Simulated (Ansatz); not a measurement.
Geometry optimisation, Ansatz, RKS PBE/def2-SVP.

The input (input.yaml):

```yaml
crystal:
  periodic: [false, false, false]
  atoms:
    - { symbol: S, position_ang: [-0.57188, -1.56573, 0.3114] }
    - { symbol: O, position_ang: [-1.14252, -0.04062, 0.37529] }
    - { symbol: Sb, position_ang: [0.10393, 1.57383, 0.28441] }
    - { symbol: H, position_ang: [-0.58613, -1.72648, -1.02749] }
    - { symbol: H, position_ang: [0.87803, 0.97342, -1.12029] }
    - { symbol: H, position_ang: [1.31858, 0.78557, 1.17669] }
basis:
  gaussian: { orbitals: def2-SVP }
hamiltonian:
  xc: pbe
relax:
  f_tol: 0.015
  max_steps: 40
```

Command:

```bash
$ ansatz run input.yaml --threads 1 --pin off --max-ram 2048MiB --backend cpu --events-out ev --progress --plain --runs-dir out
```

Where does it end, and by what steps?

It converged. The force dipped under the threshold on the way, but the program's further checks kept it going. After 6 steps the energy has fallen by 0.098 eV; H5 moved furthest, 0.09 Å.

```json
{"step": "0", "energy less start (eV)": "0.0000", "largest force component (eV/Å)": "1.192", "accepted": "yes"}
{"step": "1", "energy less start (eV)": "-0.0371", "largest force component (eV/Å)": "0.977", "accepted": "yes"}
{"step": "2", "energy less start (eV)": "-0.0925", "largest force component (eV/Å)": "0.378", "accepted": "yes"}
{"step": "3", "energy less start (eV)": "-0.0968", "largest force component (eV/Å)": "0.195", "accepted": "yes"}
{"step": "4", "energy less start (eV)": "-0.0980", "largest force component (eV/Å)": "0.021", "accepted": "yes"}
{"step": "5", "energy less start (eV)": "-0.0981", "largest force component (eV/Å)": "0.005", "accepted": "yes"}
{"step": "6", "energy less start (eV)": "-0.0982", "largest force component (eV/Å)": "0.011", "accepted": "yes"}
```

```xyz
6
Properties=species:S:1:pos:R:3
S -0.639 -1.616 0.328
O -1.206 -0.027 0.387
Sb 0.106 1.558 0.293
H -0.548 -1.767 -1.037
H 0.900 1.045 -1.178
H 1.387 0.806 1.207
```

Whether the end is a true minimum wasn't checked by a vibrational analysis.

Run time: 25 s on 1 thread of Intel(R) Xeon(R) Platinum 8259CL CPU @ 2.50GHz (Skylake/Cascade Lake), with other jobs on the host, peak memory 0.15 GiB.
